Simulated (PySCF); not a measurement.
Coordinates in bohr (charge 0 multiplicity 2):
```
Mo    0.0000    0.0000   -0.3531
N     0.0000    0.0000   -3.4015
Cl   -3.9975    0.0000    1.1752
Cl    3.9975    0.0000    1.1752
```

Method: UPBE0 in PySCF with Mo def2-TZVP with ECP28, N def2-TZVP, Cl def2-TZVP; scalar-relativistic core potentials, no spin–orbit coupling; density-fitted integrals.

This geometry of MoNCl2 is a stationary point at this level.

(1) What is the point group?

(2) Is it a minimum?

(3) List the harmonic modes with their infrared intensities.

(4) What are the dipole moment and the gap between the highest occupied and lowest empty levels of either spin?

## Answers

(1) C2v.

(2) No: it has 1 imaginary mode, at 79i cm⁻¹ (b1).

(3) 
```tsv
symmetry	ω (cm⁻¹)	IR (km/mol)	type
b1	79i	–	bend
a1	113	1.3	bend
b2	263	2.2	bend
a1	380	15.0	stretch
b2	461	121	stretch
a1	1180	81.1	stretch
```

(4) 1.26 D and 3.26 eV.

Only a few start shapes were tried, so a lower isomer may exist. With open d or f shells other occupations or spin states may lie lower. At this level a doublet minimum of Cs symmetry lies 6 kJ/mol below this structure.
